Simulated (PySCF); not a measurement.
C3H9N3Si2.
Numbering: `[N:1]#[C:2][Si@H:3]1[NH:4][CH2:5][CH2:6][NH:7][SiH2:8]1`

Structure used (GFN2-xTB), in Å, numbered top down from 1:
```xyz
17
C3H9N3Si2 angstrom
N      2.6879    2.7329    1.5630
C      2.0991    2.0718    0.8354
Si     1.1080    1.0636   -0.3882
N      1.2943   -0.5367    0.2214
C      0.3736   -1.5969   -0.1380
C     -1.0475   -1.3200    0.3680
N     -1.7018   -0.2715   -0.3921
Si    -1.1698    1.3684   -0.3662
H      1.8181    1.3265   -1.6626
H      2.2132   -0.8820    0.4528
H      0.7165   -2.5304    0.3153
H      0.3299   -1.7423   -1.2260
H     -1.6255   -2.2421    0.2633
H     -0.9904   -1.0750    1.4373
H     -2.6885   -0.4458   -0.5012
H     -1.7687    1.9363   -1.5780
H     -1.6556    2.1553    0.7859
```

NICS is the negative of the GIAO shielding at a point without a nucleus: at the ring centre (0) and 1 Å above and below it (1); zz is the component along the ring normal. Level: GIAO PBE0/pcSseg-1 (PySCF, non-relativistic, gas phase) on the GFN2-xTB geometry, one conformer.

Ring bond lengths (Å), with Mayer bond orders in brackets: Si3–N4 1.723 (1.02), N4–C5 1.449 (0.97), C5–C6 1.534 (1.03), C6–N7 1.451 (0.96), N7–Si8 1.724 (1.00), Si8–Si3 2.298 (0.91).

Q: Give the NICS values of each ring in ppm.

A: 
```tsv
ring	type	NICS(0)	NICS(1), two faces	NICS(1)zz, two faces	rms pucker (Å)	centre to ring atoms, mean (Å)
Si3–N4–C5–C6–N7–Si8	6-membered ring with 2 N and 2 Si; formal bonds all single	-1.0	-0.5 / -0.8	5.1 / 4.4	0.22	1.63
```

Q: What can be read from them?

A: 
- Si3–N4–C5–C6–N7–Si8: mean NICS(1)zz 4.7 ppm, deshielded. Si3, C5, C6, Si8 have four or more neighbours, and the NICS criterion for π rings isn't applied.

Q: List the ring angles and the Hirshfeld charges of the ring atoms.

A: 
- Si3–N4–C5–C6–N7–Si8: Si3 103.1° (+0.339 e), N4 121.5° (-0.240 e), C5 112.0° (-0.026 e), C6 112.1° (-0.027 e), N7 122.7° (-0.245 e), Si8 100.3° (+0.291 e); sum 671.8° against 720° for a flat convex ring.
